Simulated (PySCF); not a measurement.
A geometry optimisation, step by step.

Species: CH₈SeSi₂.
Numbering: `[CH3:1][SiH2:2][Se:3][SiH3:4]` (hydrogens: H5, H6, H7 on C1; H8, H9 on Si2; H10, H11, H12 on Si4)

Method: PBE0-D3(BJ)/def2-SVP geometry optimisation, gas phase in PySCF; density fitting, grid level 1; the optimiser is geomeTRIC in internal coordinates, started from a GFN2-xTB structure with every atom displaced at random (about 0.01 Å). The frame can shift and turn from step to step; on so coarse a grid that alone can change the energy by a few meV, and forces under 0.02 eV/Å are noise.

Step 0: E = -82244.3128 eV, largest atomic force 2.233 eV/Å
```
atom  x, y, z in Å  |  force x, y, z in eV/Å
C1     -1.786    0.541    0.283   -0.844  -0.029  -0.710
Si2    -0.937   -1.052   -0.201    0.965   1.225   0.340
Se3     0.996   -0.584   -1.348    0.280  -0.016  -0.213
Si4     2.334    0.372    0.278   -2.171  -0.523  -0.010
H5     -1.215    1.140    0.968    0.633   0.338   0.636
H6     -2.769    0.367    0.742   -0.090  -0.149   0.121
H7     -1.975    1.183   -0.597    0.110  -0.205  -0.029
H8     -0.543   -1.812    0.983   -0.026  -0.422   0.521
H9     -1.703   -1.835   -1.132   -0.629  -0.621  -0.645
H10     3.585    0.582   -0.348    1.429   0.286  -0.600
H11     1.670    1.621    0.710    0.114   0.346   0.158
H12     2.384   -0.551    1.418    0.229  -0.231   0.430
```

Step 1: E = -82244.4894 eV, largest atomic force 0.603 eV/Å
```
atom  x, y, z in Å  |  force x, y, z in eV/Å
C1     -1.744    0.561    0.299    0.256   0.217   0.088
Si2    -0.830   -1.003   -0.179   -0.420  -0.297  -0.236
Se3     1.022   -0.639   -1.478   -0.079   0.072   0.266
Si4     2.165    0.342    0.228    0.557   0.094  -0.209
H5     -1.147    1.181    0.991   -0.060  -0.062  -0.081
H6     -2.696    0.328    0.795   -0.067  -0.114   0.048
H7     -1.961    1.164   -0.592   -0.006   0.034  -0.079
H8     -0.482   -1.797    1.040    0.095   0.048  -0.017
H9     -1.692   -1.849   -1.068    0.017   0.036   0.092
H10     3.521    0.606   -0.356   -0.080   0.008   0.124
H11     1.590    1.642    0.678   -0.127  -0.001  -0.004
H12     2.304   -0.560    1.409   -0.086  -0.035   0.008
```

Step 2: E = -82244.5170 eV, largest atomic force 0.135 eV/Å
```
atom  x, y, z in Å  |  force x, y, z in eV/Å
C1     -1.752    0.559    0.292    0.040   0.082  -0.003
Si2    -0.864   -1.019   -0.191   -0.087  -0.082  -0.064
Se3     1.021   -0.640   -1.446   -0.022   0.027   0.097
Si4     2.208    0.356    0.230    0.116   0.022  -0.054
H5     -1.149    1.167    0.983    0.002  -0.022  -0.018
H6     -2.705    0.321    0.790   -0.001  -0.018  -0.001
H7     -1.965    1.167   -0.600   -0.009  -0.015   0.004
H8     -0.505   -1.809    1.027    0.030   0.015   0.004
H9     -1.728   -1.860   -1.075    0.026   0.019   0.011
H10     3.566    0.628   -0.331   -0.040  -0.012   0.020
H11     1.599    1.648    0.668   -0.034  -0.009  -0.004
H12     2.321   -0.543    1.417   -0.020  -0.007   0.007
```

Step 3: E = -82244.5186 eV, largest atomic force under 0.02 eV/Å
```
atom  x, y, z in Å  |  force x, y, z in eV/Å
C1     -1.746    0.560    0.286   -0.009   0.008  -0.005
Si2    -0.871   -1.026   -0.195   -0.005  -0.013   0.003
Se3     1.023   -0.643   -1.433    0.009   0.000  -0.004
Si4     2.210    0.360    0.236    0.000   0.004   0.006
H5     -1.136    1.162    0.976    0.009  -0.006  -0.004
H6     -2.699    0.324    0.787    0.002   0.007   0.001
H7     -1.959    1.168   -0.606   -0.006  -0.007  -0.002
H8     -0.508   -1.812    1.024   -0.002   0.005   0.005
H9     -1.731   -1.864   -1.082    0.006   0.004  -0.007
H10     3.566    0.634   -0.319   -0.002  -0.004  -0.001
H11     1.584    1.647    0.666   -0.001  -0.002   0.003
H12     2.314   -0.536    1.427    0.000   0.005   0.006
```

Step 4: E = -82244.5187 eV, largest atomic force under 0.02 eV/Å
```
atom  x, y, z in Å  |  force x, y, z in eV/Å
C1     -1.745    0.559    0.281   -0.010  -0.006  -0.005
Si2    -0.872   -1.028   -0.197    0.006   0.000   0.008
Se3     1.027   -0.646   -1.429    0.007  -0.002  -0.005
Si4     2.209    0.362    0.242   -0.013  -0.001   0.006
H5     -1.132    1.160    0.970    0.006   0.002  -0.004
H6     -2.698    0.327    0.784    0.003   0.006   0.002
H7     -1.958    1.167   -0.611   -0.003  -0.002  -0.003
H8     -0.511   -1.812    1.024   -0.006   0.001   0.002
H9     -1.728   -1.866   -1.087    0.003   0.000  -0.007
H10     3.565    0.636   -0.312    0.004  -0.001  -0.001
H11     1.579    1.648    0.668    0.002   0.000   0.002
H12     2.312   -0.533    1.434    0.001   0.004   0.004
```

Q: Summarise the path.

A: The energy falls by 19.87 kJ/mol from step 0 to step 4; nine tenths of that is first reached at step 2. It falls at every step. The largest force goes from 2.233 to under 0.02 eV/Å. Among the bonds Si4–H10 changes most, from 1.415 to 1.491 Å; the atoms move by 0.077 Å rms after alignment.

The cost below is that of the whole optimisation. On one thread, Arm Neoverse V2 (aarch64), no GPU, shared host, this took 26 s and 0.52 GiB of memory at its peak.
